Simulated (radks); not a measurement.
Values are calculated unless marked as measured or tabulated.
Q: Neutral strontium, [Kr] 5s2. Level of theory: non-relativistic Kohn-Sham, r2SCAN, spin-polarised, spherical densities, point nucleus; meta-GGA in the generalised Kohn-Sham scheme (a radial shooting solver on a logarithmic mesh with Libxc functionals). Every spin shell is full or empty, so the densities are truly spherical. Functionals are evaluated on that one density, not self-consistently. Rank these exchange functionals by their error against the exact value of the orbitals, and give that value: LDA, PBE, WC, AM05, B86b, TPSS, SCAN, r2SCAN, MS2, TASK.

A: Exact: -101.907 hartree. From best to worst, with 100 (|E| - |E exact|)/|E exact| (equal figures are ties): B86b +0.04, r2SCAN -0.05, TPSS -0.15, SCAN +0.23, PBE -0.43, MS2 -0.46, WC -0.97, TASK -2.45, AM05 -5.02, LDA -5.45.
